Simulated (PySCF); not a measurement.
**S: excitation energy**

S [Ne] 3s2 3p4 (3P) → S [Ne] 3s1 3p4 3d1 (high-spin determinant), as a difference of total energies. All numbers are calculated (PySCF 2.14, no relativity, point nucleus, in dyall-av3z). Correlated levels: valence: [Ne] frozen; virtual orbitals above 40 to 60 times the deepest correlated orbital energy dropped. The calculations carry no spin-orbit coupling.

```csv
method,excitation energy (eV)
UHF,18.554
MP2 (valence),19.089
SCS-MP2 (valence),19.271
CCSD (valence),18.683
CCSD(T) (valence),18.523
```

Task: How much does correlation contribute at CCSD(T) (valence)?

Result: 18.523 − (18.554) = -0.031 eV, measured against UHF.

The upper state lies above the first ionisation limit, where it may autoionise and the basis confines it.

The promoted electron is Rydberg-like, and one or two diffuse shells describe it only roughly, which tends to raise the upper state.

The coupled-cluster amplitudes are large for the upper state (T1 above 0.03 or a double amplitude above 0.15), so a single reference is strained.

The determinant of the upper state mixes LS terms, which raises its energy above the lowest term, most at the Hartree-Fock and MP2 levels.
